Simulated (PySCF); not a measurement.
Cartesian coordinates in Å; atom numbers follow the order of the lines, from 1:
```xyz
20

C     2.084    0.957   -0.951
C     2.302   -0.341   -0.193
P     0.843   -1.021    0.689
S     1.210   -2.661    1.674
C     0.107    0.364    1.610
C    -1.057    0.709    1.036
C    -1.433   -0.078   -0.167
C    -2.719    0.195   -0.871
C    -0.528   -1.023   -0.495
H     1.298    0.850   -1.713
H     1.786    1.773   -0.277
H     3.009    1.264   -1.462
H     2.629   -1.161   -0.853
H     3.078   -0.251    0.585
H     0.536    0.801    2.512
H    -1.718    1.494    1.417
H    -3.570    0.077   -0.179
H    -2.869   -0.480   -1.723
H    -2.750    1.235   -1.238
H    -0.621   -1.731   -1.319
```

Geometry: PBE0-D3(BJ)/def2-SVP; GIAO absolute shieldings from PySCF 2.14, gas phase, non-relativistic, averaged over equivalent atoms.

At PBE0/pcSseg-1 (222 basis functions, 40 s wall time on 1 thread of an Intel Xeon 6975P-C, shared host):
| atoms | σ (ppm) |
| --- | --- |
| C7 | 25.9 |
| C6 | 34.7 |
| C5 | 42.7 |
| C9 | 52.4 |
| C2 | 151.5 |
| C8 | 163.2 |
| C1 | 177.2 |
| P3 | 263.6 |
| S4 | 798.4 |
| H16 | 24.63 |
| H15 | 25.20 |
| H20 | 25.67 |
| H17/H18/H19 | 29.18 |
| H13 | 29.39 |
| H14 | 29.42 |
| H10/H11/H12 | 30.49 |

Q: Estimate the result of repeating the calculation with HF/pcSseg-1.

A: 
```csv
atoms,σ at HF/pcSseg-1,change
C7,30.1,+4.2
C6,40.2,+5.5
C5,48.3,+5.6
C9,60.2,+7.8
C2,164.8,+13.3
C8,171.6,+8.4
C1,183.8,+6.6
P3,306.6,+43.0
S4,857.0,+58.6
H16,25.05,+0.42
H15,25.47,+0.27
H20,26.00,+0.33
H17/H18/H19,29.63,+0.45
H13,30.03,+0.64
H14,30.04,+0.62
H10/H11/H12,30.91,+0.42
```

The largest change is at S4 (sulfur bonded to P). Cost: 222 basis functions, 21 s wall time on 1 thread of an Intel Xeon 6975P-C, shared host. The order of the carbon signals is the same at both levels.
